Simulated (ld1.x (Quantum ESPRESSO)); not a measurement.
Zn (Z = 30), RRKJ: configuration errors across variants

```
Element                 : Zn
Generator               : ld1.x (Quantum ESPRESSO) 7.5
Type                    : norm-conserving RRKJ (Kleinman–Bylander form)
Functional              : PBE
Relativity              : scalar-relativistic
Frozen core             : [Ne]
Valence charge          : 20
Reference configuration : 3s2 3p6 3d10 4s2 4p0
Partial waves           : 3p (bound): rc 1.00 bohr; 3d (bound): rc 1.50 bohr; 3s (bound): rc 0.80 bohr
Local potential         : the s channel
Core correction         : none
```

Occupied shells without a wave of their own: 4s. They enter only through the test configuration that unscreens the potential.

All-electron excitation energies from the reference (eV): (1) 3s2 3p6 3d10 4s1 4p0 9.888; (2) 3s2 3p6 3d10 4s0 4p0 28.331; (3) 3s2 3p6 3d9 4s0 4p0 68.865; (4) 3s1 3p6 3d10 4s2 4p0 138.048; (5) 3s2 3p6 3d9 4s2 4p1 12.244; (6) 3s2 3p6 3d10 4s0 4p1 16.212; (7) 3s2 3p6 3d10 4s1.5 4p0 3.941.

For the base: The 4s level has no wave, so the channel is fitted at the deeper level alone: the likely source of the large errors.

On the changes marked as counting shells twice: ld1.x takes every shell without a wave as core, so the model core holds the marked electrons as well and exchange and correlation see them twice. This cancels in the reference configuration, but the file is broken for other ones, and its errors say nothing about a proper core correction.

Tests that are not counted but printed errors over 1 eV. “wave 3d (bound): rc 1.50 bohr becomes 3d (bound): rc 2.12 bohr”: all (the test run did not reproduce the reference configuration, from which every error is measured).

5 further variants failed, have other tests or another functional or relativity, and are left out.

The file “wave 3s (bound): rc 0.80 bohr becomes 3s (bound): rc 1.14 bohr” misses its own reference levels by 1.2 eV.

Errors AE − PS in meV (a dash: test not solved or not reliable):

```tsv
change	(1)	(2)	(3)	(4)	(5)	(6)	(7)	bound ghosts
base	-193	-486	-785	-622	+112	-374	-85	none
core correction a·sin(br)/r model core inside 0.58 bohr (4s counted twice)	-330	-1069	-1635	-667	+82	-505	-117	none
wave 3d (bound): rc 1.50 bohr becomes 3d (bound): rc 2.12 bohr	–	–	–	–	–	–	–	none
wave 3p (bound): rc 1.00 bohr becomes 3p (bound): rc 1.18 bohr	-193	-486	-786	-628	+89	-400	-85	none
all radii scaled by about 0.90 (s 0.72, p 0.90, d 1.36 bohr)	-103	-255	-429	-397	+53	-199	-45	none
wave 3s (bound): rc 0.80 bohr becomes 3s (bound): rc 1.14 bohr	-1529	-3861	-5698	-686	+375	-2958	-670	none
wave 3p (bound): rc 1.00 bohr becomes 3p (bound): rc 0.86 bohr	-193	-485	-785	-623	+109	-377	-85	none
```

(1) Give the same row for: all radii scaled by about 1.20 (s 0.96, p 1.20, d 1.80 bohr).

## Answers

(1) –, –, –, –, –, –, –; bound ghosts: none. Not counted: all (the test run did not reproduce the reference configuration, from which every error is measured).
